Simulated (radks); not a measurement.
Dy IV, configuration [Xe] 4f9. All-electron calculation, scalar-relativistic Kohn-Sham, Slater X-alpha with alpha = 0.667, spin-unpolarised, spherical densities, point nucleus. Program: a radial shooting solver on a logarithmic mesh with Libxc functionals.

Unscreened Slater integrals over Kohn-Sham orbitals (hartree).

integral      value
F0(4f,4f)    1.1551
F2(4f,4f)   0.54159
F4(4f,4f)   0.33830
F6(4f,4f)   0.24296
F0(4f,5p)   0.72820
F2(4f,5p)   0.25041
G2(4f,5p)   0.13131
G4(4f,5p)   0.10113
F0(4f,5s)   0.81845
G3(4f,5s)   0.15393
F0(4f,4d)    1.2928
F2(4f,4d)   0.61438
F4(4f,4d)   0.39095
G1(4f,4d)   0.72084
G3(4f,4d)   0.45220
G5(4f,4d)   0.31956
F0(5p,5p)   0.60718
F2(5p,5p)   0.32733
F0(5p,5s)   0.64966
G1(5p,5s)   0.43390
F0(5p,4d)   0.76170
F2(5p,4d)   0.21010
G1(5p,4d)  0.057799
G3(5p,4d)  0.056378
F0(5s,5s)   0.70536
F0(5s,4d)   0.86562
G2(5s,4d)  0.090154
F0(4d,4d)    1.4810
F2(4d,4d)   0.75162
F4(4d,4d)   0.50261

Derived for the open shells (J is the average intra-shell exchange parameter used in DFT+U). 4f: F4/F2 = 0.625, F6/F2 = 0.449, J = (286 F2 + 195 F4 + 250 F6)/6435 = 0.04376 hartree.
